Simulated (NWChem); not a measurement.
# BCl₂ cation

```xyz
3

Cl     0.0000     0.0000    -1.6176
B      0.0000     0.0000     0.0000
Cl     0.0000     0.0000     1.6176
```
Atoms are numbered in this order, from 1.

Program: NWChem. Pople sets run with spherical d functions. Coordinates come from a PBE0/def2-SVP optimisation. Level B3LYP/6-31G*: energy and gradient on several grids; changes count from the extra-fine grid, which is no exact limit either.

Problem. Which is the coarsest grid (medium; xfine; fine; xcoarse; coarse) from which on the energy stays within 500 μHa and each gradient component within 500 μHa/bohr of xfine?

Solution. xcoarse.
```
grid     size of the energy change (μHa)  largest change of a gradient component (μHa/bohr)
-------  -------------------------------  -------------------------------------------------
xcoarse                              100                                                100
coarse                              < 10                                               < 30
medium                              < 10                                               < 30
fine                                < 10                                               < 30
xfine                               < 10                                               < 30
```
